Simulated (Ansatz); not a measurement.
System: BH3, charge 0, triplet. This triplet is an excited state, 3.8 eV above the singlet at CCSD(T)/cc-pV5Z (Ansatz, a first-principles code). BH3 (parent SMILES B, triplet).
B3LYP-D3(BJ)/def2-TZVP minimum from Ansatz:
```xyz
4

B      0.1196     0.2044     0.0574
H     -1.0397    -0.3250     0.1663
H     -0.1876    -0.9329     0.5557
H      0.6295     0.2360    -1.0091
```
Charge 0, spin multiplicity 3.

Hartree-Fock and CCSD(T) correlation energies in hartree (Ansatz). Open shells are spin-unrestricted; no spin-orbit coupling. Correlated methods leave the cores frozen. No relativity. The spin of H3B (parent SMILES B, triplet) was assumed, and the state is the lowest solution found for it.

```json
[
 {"basis": "cc-pVTZ", "X": "3", "E(HF)": "-26.26986", "E(corr, CCSD(T))": "-0.12707"},
 {"basis": "cc-pVQZ", "X": "4", "E(HF)": "-26.27183", "E(corr, CCSD(T))": "-0.13217"},
 {"basis": "cc-pV5Z", "X": "5", "E(HF)": "-26.27230", "E(corr, CCSD(T))": "withheld"}
]
```

Task: Fit E(corr) = E∞ + A/X³ to X = 3 and 4, predict X = 5, and compare with the run.

Result: A = (-0.12707 - (-0.13217))/(1/27 - 1/64) = 0.2382; E∞ = -0.13217 - A/64 = -0.13589; at X = 5, E∞ + A/125 = -0.13399. The run gave -0.13353, 0.46 mEh above the prediction. The same form on X = 4 and 5 gives E∞ = -0.13496, 0.93 mEh above the first estimate.
